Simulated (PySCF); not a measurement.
C₅H₆ClFO.
Structure used (PBE/6-31G*), in Å, numbered top down from 1:
```xyz
14
C5H6ClFO angstrom
C      0.009    2.878   -0.427
C     -0.710    1.773   -0.177
C     -1.955    1.384   -0.926
C     -3.209    1.255   -0.034
F     -4.254    0.756   -0.792
C     -3.559    2.609    0.590
O     -3.108    3.025    1.620
Cl    -4.674    3.600   -0.442
H     -0.278    3.590   -1.209
H      0.914    3.112    0.142
H     -0.388    1.088    0.619
H     -2.175    2.105   -1.733
H     -1.833    0.390   -1.397
H     -3.020    0.567    0.812
```

Level of theory: PySCF 2.14.0, PBE/6-31G* geometry optimisation, gas phase.

Masses are those of the commonest isotopes; rigid-rotor values at the optimised geometry. The values belong to one conformer with, in the numbering `[CH2:1]=[CH:2][CH2:3][C@H:4]([F:5])[C:6](=[O:7])[Cl:8]`, C1–C2–C3–C4 -120°, C2–C3–C4–F5 -174°, C3–C4–C6–O7 -87°.

Task: Give the principal moments of inertia and the rotational constants in cm⁻¹.

Result: Ia = 227.89, Ib = 426.87, Ic = 517.34 u·Å²; 505379 MHz·u·Å²/I gives 2218, 1184 and 976.9 MHz, that is A = 0.07397, B = 0.03949, C = 0.03259 cm⁻¹.

Task: Classify the top.

Result: An asymmetric top. Ray's parameter κ = (2B − A − C)/(A − C) = -0.666; −1 is the prolate and +1 the oblate limit.

Task: What does the inertial defect say?

Result: Not planar: Δ = Ic − Ia − Ib = -137.41 u·Å². For a rigid frame Δ = −2 Σ m c², so Σ m c² = 68.71 u·Å² lies off the ab plane: 8.58 from hydrogen and 60.12 from heavier atoms. The atom farthest from that plane is 1.64 Å away.

Task: Which lines would a microwave search look for?

Result: The dipole components are |μa| = 2.30 D, |μb| = 1.28 D, |μc| = 0.00 D. The squared components, which scale the intensities, stand as 1.00 : 0.31 : 0.00 (a : b : c). Some lines, for components of 0.1 D or more:

| type | branch | J(Ka,Kc) | MHz | lower level (cm⁻¹) |
| --- | --- | --- | --- | --- |
| b | Q | 1(1,0) ← 1(0,1) | 1241 | 0.072 |
| b | Q | 2(1,1) ← 2(0,2) | 1476 | 0.215 |
| b | Q | 3(1,2) ← 3(0,3) | 1877 | 0.428 |
| b | Q | 2(2,0) ← 2(1,1) | 3129 | 0.265 |
| b | R | 1(1,1) ← 0(0,0) | 3195 | 0.000 |
| b | R | 3(1,2) ← 2(2,1) | 3673 | 0.368 |
| b | Q | 2(2,1) ← 2(1,2) | 3722 | 0.244 |
| b | Q | 3(2,2) ← 3(1,3) | 4049 | 0.449 |
| a | R | 2(1,2) ← 1(1,1) | 4115 | 0.107 |
| a | R | 3(1,3) ← 2(1,2) | 6155 | 0.244 |
| a | R | 3(1,2) ← 2(1,1) | 6774 | 0.265 |
| b | R | 3(1,3) ← 2(0,2) | 7010 | 0.215 |
| b | R | 2(2,1) ← 1(1,0) | 7630 | 0.113 |
| b | R | 3(2,2) ← 2(1,1) | 9584 | 0.265 |
| b | R | 3(2,1) ← 2(1,2) | 10342 | 0.244 |

Task: Estimate the classical rotational partition function at 25 K, 50 K and 200 K.

Result: Point group C1, symmetry number σ = 1; q = (√π/σ)·√((kT/h)³/(ABC)), k/h = 20836.6 MHz/K: 13200 at 25 K, 37200 at 50 K, 298000 at 200 K.

PBE/6-31G* frequencies: not computed here. Constants of a rigid frame at the computed geometry: no zero-point averaging, no centrifugal distortion. Quadrupole hyperfine structure (35Cl) is left out.

Time: 1.7 min wall; peak memory 0.61 GiB. Hardware: one thread of an Arm Neoverse N1, no GPU, shared host with 64 logical CPUs at a one-minute load of 58. These figures are those of the optimisation.
